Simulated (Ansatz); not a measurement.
Geometry optimisation, RKS B3LYP-D4/def2-SVP (Ansatz).

The input (input.yaml):

```yaml
crystal:
  periodic: [false, false, false]
  atoms:
    - { symbol: Si, position_ang: [-1.556671, 0.624231, 0.063365] }
    - { symbol: H, position_ang: [-1.206147, -0.700039, 0.497497] }
    - { symbol: F, position_ang: [-1.382731, 0.82599, -1.519466] }
    - { symbol: F, position_ang: [-3.088343, 0.954815, 0.415664] }
    - { symbol: F, position_ang: [-0.666773, 1.752617, 0.797034] }
    - { symbol: H, position_ang: [2.015989, -0.722464, 0.305423] }
    - { symbol: "N", position_ang: [1.482682, -0.0191, -0.208826] }
    - { symbol: H, position_ang: [0.487568, -1.457644, -0.01937] }
    - { symbol: F, position_ang: [0.478019, -2.282456, 0.393753] }
    - { symbol: H, position_ang: [1.45808, 0.83464, 0.350894] }
    - { symbol: H, position_ang: [1.978328, 0.189411, -1.075767] }
basis:
  gaussian: { orbitals: def2-SVP }
hamiltonian:
  xc: b3lyp
  dispersion: d4
relax:
  f_tol: 0.03
  max_steps: 50
```

Command:

```bash
$ ansatz run input.yaml --threads 2 --pin off --max-ram 3072MiB --backend cpu --events-out ev --progress --plain --runs-dir out
```

Question: Where does it end, and by what steps?

Answer: It converged. After 22 steps the energy has fallen by 0.666 eV; H2 moved furthest, 1.32 Å. Parted: H8–F9. Joined: Si1–F9, N7–H8.

```tsv
step	energy less start (eV)	largest force component (eV/Å)	accepted
0	0.0000	1.411	yes
1	-0.1085	0.492	yes
2	-0.1506	0.895	yes
3	-0.2082	0.725	yes
4	-0.2479	0.318	yes
5	-0.2839	0.244	yes
6	-0.3395	0.389	yes
7	-0.4039	0.471	yes
8	-0.4749	0.392	yes
9	-0.5387	0.287	yes
10	-0.5640	0.606	yes
11	-0.5868	0.349	yes
12	-0.6007	0.307	yes
13	-0.6077	0.347	yes
14	-0.6291	0.140	yes
15	-0.6405	0.176	yes
16	-0.5970	1.156	no
17	-0.6570	0.216	yes
18	-0.6378	0.778	no
19	-0.6543	0.344	no
20	-0.6622	0.066	yes
21	-0.6651	0.036	yes
22	-0.6657	0.030	yes
```

```xyz
11
Properties=species:S:1:pos:R:3
Si -1.482 0.055 0.175
H -2.507 -0.919 0.585
F -0.797 0.169 -1.338
F -2.518 1.311 -0.058
F -0.475 0.902 1.193
H 2.641 -0.353 -0.255
N 1.672 -0.039 -0.203
H 0.905 -0.800 0.119
F -0.299 -1.335 0.427
H 1.544 0.729 0.467
H 1.315 0.280 -1.112
```

The run took 69 s on 2 threads of Arm Neoverse V1, on a shared host, peak memory 0.26 GiB.
